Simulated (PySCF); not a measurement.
NMR data simulated for an unnamed compound:

¹H NMR (600 MHz, computed): δ 4.32 (s, 3H), 2.50 (br s, 1H), 1.27 (m, 4H), 1.25 (m, 2H), 0.57 (m, 4H).

¹³C{¹H} NMR (computed): δ 27.1 (CH2), 24.2 (CH2), 18.1 (CH2).

PySCF 2.14.0 with density-fitted response routines calculation with NMR shieldings at HF/pcSseg-1/GIAO and PBE0-D3(BJ)/def2-SVP structure; no solvent model, single conformer, averaged over atoms made equivalent by symmetry, fast rotation or ring inversion, no relativistic terms.

References, each an isolated molecule treated in the same way: ¹H (σ = 31.69 ppm), ¹³C (σ = 190.85 ppm) vs TMS.

Q: Which of these does the molecule contain: a C≡C triple bond, a Si–H bond, an N-methyl group, an NH or NH2 group, an amide?

A: 
- A C≡C triple bond: no.
- A Si–H bond: yes (δH 4.32 (s)).
- An N-methyl group: no.
- An NH or NH2 group: yes (δH 2.50 (br s)).
- An amide: no.

The data belong to SMILES [SiH3]NB1CCCCC1, C$_{5}$H$_{14}$BNSi; they needn't prove each group on their own.

Carbon signals by region: 3 below 50 ppm.

Exchangeable OH/NH protons stand at their gas-phase positions; hydrogen bonding in a real sample shifts them, mostly to higher δ. A carbon bonded to boron is broadened by the quadrupolar boron nucleus and is often missing from a measured spectrum. Shifts are as computed. Against solution values, carbons near 30 ppm lie about -0 ppm off and those near 130 ppm about +7 ppm. Of 1211 compounds with measured shifts, 218 miss one by over three times the rms of a fit or turn the order of signals round; such compounds aren't used in these exercises. No couplings were computed; multiplicities are counted from neighbouring protons, with m where these are inequivalent, close in shift, in a saturated or five-membered ring or joined by F or P, and br s for small geminal =CH2 splittings.
